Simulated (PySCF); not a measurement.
## Spinor energies of Kr⁺ (krypton, charge +1)

Start: [Ar] 3d10 4s1 4p5 4d1; 4s1/2 filled at m_j = +1/2; 4p1/2 filled at m_j = -1/2, +1/2; 4p3/2 filled at m_j = -1/2, +1/2, +3/2; 4d5/2 filled at m_j = +5/2. Calculated with PySCF 2.14 in x2c-TZVPall-2c with one added diffuse shell each of s, p, d type (7s8p5d1f, 63 functions): generalised Hartree-Fock with the X2C-1e Hamiltonian and a Gaussian nucleus; one run each with spin-orbit coupling (SO) switched off, then screened by Boettger's factors. This is a chosen level, not necessarily the ground level.

```
spinor shell  electrons  ε, spin-free (eV)  ε, screened SO (eV)  weight of nominal j (screened SO)  rms radius, screened SO (bohr)
       1s1/2          2           -14423.1             -14422.6                              1.000                          0.0478
       2s1/2          2            -1978.5              -1978.3                              1.000                           0.199
       2p1/2          2            -1746.1              -1783.0                              1.000                           0.174
       2p3/2          4            -1746.1              -1728.3                              1.000                           0.178
       3s1/2          2            -322.82              -322.75                              1.000                           0.565
       3p1/2          2            -246.58              -252.37                              0.998                           0.574
       3p3/2          4            -246.58              -243.75                              0.999                           0.584
       3d3/2          4            -119.75              -120.52                              0.978                           0.608
       3d5/2          6            -119.75              -119.14                              0.985                           0.610
       4s1/2          1            -49.630              -49.593                              1.000                            1.63
       4p3/2          3            -27.950              -28.463                              0.775                            1.92
       4p1/2          2            -27.950              -27.295                              0.662                            1.91
       4d5/2          1             -9.029               -9.009                              1.000                            3.19
```

| quantity | spin-free | screened SO |
| --- | --- | --- |
| E (hartree) | -2786.46539 | -2786.64201 |
| M_J | 9/2 | 9/2 |
| ⟨J²⟩ | 24.762 | 24.761 |
| ⟨L²⟩ | 12.005 | 12.009 |
| ⟨S²⟩ | 3.757 | 3.760 |

Each row is a mean over spinors that exchange with the open shell spreads, by up to 6.307 eV (4p3/2).

Rows whose weight is well below 1 are mixtures of j = l ± 1/2: exchange outweighs spin-orbit coupling there, and the label is only the starting occupation.

Without spin-orbit coupling the j labels of p, d and f shells carry no meaning; the spin-free column gives the mean over the occupied spinors of each nl shell.
